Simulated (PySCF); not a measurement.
Computed with PySCF with PBE0-D3(BJ)/def2-TZVP. Gas-phase values, no solvent. 

Reference species (SMILES): `[SiH3][Si]Cl` (lower singlet) (neutral, multiplicity 1).

| Quantity | Value |
|---|---|
| dipole moment | 0.83 D |

Changed species: `N#C[Si]Cl` (lower singlet) (X = cyano, multiplicity 1; the reference has X = silyl, multiplicity 1).

What does the change do to the dipole moment?

the dipole moment rises by 1.91 D, to 2.74 D.
